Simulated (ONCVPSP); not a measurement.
**What one change does to a pseudopotential (palladium, ONCV)**

ONCVPSP 4.0.1 input, shortened (lines: element, Z, core and valence counts, functional; n l f; lmax; l rc ep ncon nbas qcut; lloc lpopt rc5 dvloc0; l nproj debl; icmod fcfact rcfact), PBE, scalar-relativistic:

```
  Pd 46.00    6    4        4      upf
    1    0    2.00
    2    0    2.00
    2    1    6.00
    3    0    2.00
    3    1    6.00
    3    2   10.00
    4    0    2.00
    4    1    6.00
    4    2    9.00
    5    0    1.00
    3
    0    1.60    0.00    3    6    6.70
    1    1.00    0.00    3    6    9.30
    2    1.70    0.00    3    8   11.00
    3    1.70    0.24    3    7    7.50
    4    5    0.70    4.00
    0    2    0.60
    1    2    2.00
    2    2    3.00
    3    3    2.30
    3    3.50    1.35
```

In the p channel the program set the typed energies aside and used -2.002, 0.250 Ha.

Change: all radii but the core radius scaled by about 1.10 (s 1.76, p 1.10, d 1.88, f 1.88 bohr); local potential polynomial inside 0.78 bohr (lpopt 5, dvloc0 4 Ha).

Cutoffs: the cutoffs (Ha) at which the residual kinetic energy of the hardest occupied pseudo-wave falls to 1 and 0.1 mHa per electron; they do not see the model core or the augmentation charge, which bear on the density cutoff. Errors are all-electron minus pseudo energies relative to the spin-unpolarised reference configuration.

Q: What does the change do?

A: The potential gets softer (41 Ha and 103 Ha → 37 Ha and 61 Ha); the bound ghost in s disappears; the lowest positive-energy flag moves from none to s at 42.4 eV; of the 4 tests that both files solve, the error grows in 1 and shrinks in 2 by more than 15 % and 0.3 meV (median size 3.0 → 2.2 meV). A larger radius leaves more room for a smooth pseudo-wave, so fewer plane waves are needed.

| quantity | base | changed |
| --- | --- | --- |
| cutoff, loose | 41 Ha | 37 Ha |
| cutoff, tight | 103 Ha | 61 Ha |
| loose cutoff by channel | s 16 Ha, p 41 Ha, d 30 Ha | s 11 Ha, p 37 Ha, d 27 Ha |
| bound ghosts | s | none |
| GHOST(+) flags under 300 eV | none | s at 42.4 eV, d at 260.0 eV |
| error for 4s2 4p6 4d10 5s0, meV [ΔE -1.50 eV] | -2.9 | -2.1 |
| error for 4s2 4p6 4d9 5s0, meV [ΔE 7.61 eV] | -2.1 | -2.3 |
| error for 4s2 4p6 4d8 5s0, meV [ΔE 28.43 eV] | -3.1 | -4.6 |
| error for 4s2 4p6 4d7 5s0, meV [ΔE 62.79 eV] | -3.4 | -2.2 |
| rms error of d²Exc/dni dnj with the model core, mHa | 1.37 | 1.43 |

 A true bound ghost makes a file unfit for plane-wave use even where its test errors are small: the radial tests pick states by their node count and pass the ghost by.
